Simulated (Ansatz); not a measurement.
Job for Ansatz (a program for electronic structure): R-CCSD(T)/cc-pVTZ on F2GaHSe (SMILES [F][Ga]([F])[SeH]), a point of a torsion scan. The run froze 30 orbitals, filled d shells among them.

Ansatz 0.2 input:
```yaml
crystal:
  periodic: [false, false, false]
  atoms:
    - {symbol: F, position_ang: [-1.53138224, 1.48893874, 0.11779450]}
    - {symbol: Ga, position_ang: [-0.66462061, -0.04014743, 0.05878284]}
    - {symbol: F, position_ang: [-1.75908433, -1.40433230, -0.16343784]}
    - {symbol: Se, position_ang: [1.59928651, -0.35496431, 0.42886725]}
    - {symbol: H, position_ang: [1.30462328, -1.24700145, 1.53668157]}
basis:
  gaussian:
    orbitals: cc-pVTZ
magnetization: {spin_polarized: false}
correlation: {method: ccsd_t, electrons: outside_noble_gas}
scf: {lower_state_search: off}
```

Output:

```
WARN ansatz: RAYON_NUM_THREADS=1 ignored (pool sized by the plan → 1); use --threads N
Functional definition: HF
these checks for a lower state are left out or cut short: stability, starts, cluster_reference, orbital_swaps, neighbouring_geometries, increment
integrals: 0.42 GiB planned
1025 factors; integrals over basis functions are off by at most 9.9e-4 eV
mean field: 0.66 GiB planned
mean field evaluation 1: about -123069.1773 eV, gradient 4.3e1 eV
mean field evaluation 2: about -123069.2811 eV, gradient 4.3e1 eV
mean field evaluation 4: about -123072.6675 eV, gradient 2.2e0 eV
mean field evaluation 8: about -123072.7053 eV, gradient 2.0e-1 eV
mean field evaluation 16: about -123072.7056 eV, gradient 1.1e-6 eV
mean field -123072.70560238 eV, -4522.8385092115 hartree, gradient 1.1e-6 eV, S^2 0.000000; 0 other end points of the search recorded, 0 dependent functions left out
30 core orbitals not correlated, not the lowest: weight in the atoms' cores, before any rotation towards them, 0.938 or more for the frozen orbitals, at most 0.053 for the correlated occupied ones
reference -123072.70560238 eV, -4522.8385092115 hartree; 12, 12 occupied and 118, 118 virtual orbitals, 1025 factors
second order -20.03972183 eV of doubles, -0.00000000 eV of singles
coupled cluster: 0.84 GiB planned
cycle   1  -19.87469600 eV  change    1.7e-1 eV  update   1.1e-1
cycle   2  -20.29776293 eV  change   -4.2e-1 eV  update   3.5e-2
cycle   3  -20.41823056 eV  change   -1.2e-1 eV  update   1.8e-2
cycle   4  -20.40350927 eV  change    1.5e-2 eV  update   4.3e-3
cycle   5  -20.39925602 eV  change    4.3e-3 eV  update   1.8e-3
cycle   6  -20.40026821 eV  change   -1.0e-3 eV  update   5.7e-4
cycle   7  -20.40000761 eV  change    2.6e-4 eV  update   1.9e-4
cycle   8  -20.39987339 eV  change    1.3e-4 eV  update   6.2e-5
cycle   9  -20.39991143 eV  change   -3.8e-5 eV  update   2.5e-5
cycle  10  -20.39992988 eV  change   -1.8e-5 eV  update   9.4e-6
perturbative correction -0.68511426 eV, -0.0251774847 hartree
Total energy: -123093.79064652 eV, -4523.6133702916 hartree
Checks for a lower state left out: stability, starts, cluster_reference, orbital_swaps, neighbouring_geometries, increment
```

Self-consistency was reached.

Cost: roughly 40 core-seconds.
